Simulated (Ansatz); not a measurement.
Consider the ligand exchange at the Si–C bond: `[SiH3]/C=C/[SiH3]` + `C[O][GeH]([OH])[Cl]` → `C[O][GeH]([Cl])[O][SiH3]` + `C=C[SiH3]`.

Gas-phase electronic energies from Ansatz, PBE0-D4/def2-TZVP geometries. CCSD(T)/CBS adds triple-zeta CCSD(T) − MP2 to the extrapolated MP2 energy (def2 sets, frozen cores). This one scheme is used for every species. DFT in def2-TZVPP. For Ge outer-core shells are correlated without core-valence functions, which leaves a few kJ/mol of doubt a bond. Scalar relativity is left out up to krypton. Each species was taken in one conformer, which may not be the lowest.

`[SiH3]/C=C/[SiH3]`:

Cartesian coordinates in Å:
```
Si -0.454 1.662 1.528
C 0.288 0.265 0.542
C -0.288 -0.264 -0.543
Si 0.454 -1.662 -1.528
H 0.466 2.831 1.555
H -1.743 2.059 0.903
H -0.692 1.242 2.935
H 1.246 -0.144 0.870
H -1.245 0.145 -0.871
H 0.686 -1.245 -2.937
H 1.746 -2.055 -0.906
H -0.464 -2.833 -1.548
```

`C[O][GeH]([OH])[Cl]`:

```xyz
10

C     0.053   -1.154   -1.194
O     0.700   -0.349   -0.230
Ge   -0.221    0.551    0.966
O     0.919    1.607    1.771
Cl   -1.700    1.696   -0.100
H    -0.487   -1.989   -0.732
H     0.823   -1.565   -1.849
H    -0.650   -0.575   -1.802
H    -0.917   -0.308    2.018
H     1.481    2.084    1.153
```

`C[O][GeH]([Cl])[O][SiH3]`:

Cartesian coordinates in Å:
```
C -0.272 -1.471 -1.374
O 0.180 -0.226 -1.869
Ge -0.045 1.239 -0.937
Cl -2.138 1.475 -0.521
O 0.773 1.114 0.606
Si 0.574 0.389 2.065
H -1.344 -1.454 -1.151
H -0.090 -2.218 -2.148
H 0.274 -1.769 -0.471
H 0.511 2.411 -1.728
H -0.867 0.199 2.374
H 1.242 -0.940 2.058
H 1.202 1.250 3.097
```

`C=C[SiH3]`:

Cartesian coordinates in Å:
```
C -1.063 -0.901 -0.666
C 0.198 -0.594 -0.376
Si 0.675 0.893 0.634
H -1.893 -0.289 -0.324
H -1.325 -1.774 -1.258
H 0.985 -1.248 -0.749
H 1.416 0.486 1.859
H -0.557 1.627 1.025
H 1.562 1.800 -0.145
```

```csv
level,ΔE (eV)
r2SCAN-D4,-1.02
B2PLYP,-1.07
HF/def2-TZVPP,-1.24
SCS-MP2/def2-TZVPP,-1.11
CCSD(T)/def2-TZVPP,-1.07
MP2/def2-QZVPP,-1.08
MP2/CBS(def2),-1.08
CCSD/CBS(def2),-1.10
```

Q: What does CCSD(T)/CBS give? (An estimate is asked.)

A: Ansatz gave: -1.07 eV. The listed levels differ from it by 0.05, 0.00, -0.17, -0.04, 0.00, -0.01, -0.01, -0.03 eV.

Largest T1 diagnostic among the species: 0.012.

The D4 term adds −0.04 eV with B3LYP and −0.03 eV with PBE0; it sums over pairs of atoms, weighted by their polarisabilities, and B3LYP, whose exchange is more repulsive, gets the larger term. From PBE to PBE0 (25 % exact exchange), in def2-TZVPP and without D4, ΔE moves by −0.07 eV.

B3LYP here is the variant with VWN-RPA as its local correlation; programs differ in this.
